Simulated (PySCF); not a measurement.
A structure optimised at B3LYP-D3(BJ)/def2-SVP, used in a PySCF frequency run:

```
Si
H 1 1.4931
H 1 1.4968 2 108.09
C 1 1.9069 2 109.67 3 -118.94
H 4 1.1024 1 110.12 2 68.68
H 4 1.1034 5 107.00 1 117.41
C 4 1.5222 5 110.08 6 118.66
H 7 1.1070 4 110.82 5 -61.60
H 7 1.1080 8 107.33 4 -120.15
O 7 1.4238 8 110.30 9 -120.93
H 10 0.9656 7 109.82 8 67.80
Si 1 2.3468 2 111.22 3 120.35
F 12 1.6461 1 107.16 2 -44.52
H 12 1.4873 13 106.29 1 -121.24
H 12 1.4894 14 111.13 13 114.54
```
Charge 0, spin multiplicity 1.

Question: Write its SMILES and formula.

Answer: OCC[SiH2][SiH2]F, C₂H₉FOSi₂

Question: What are its rotational constants (standard atomic weights)?

Answer: 3.6456, 1.3236, 1.0242 GHz
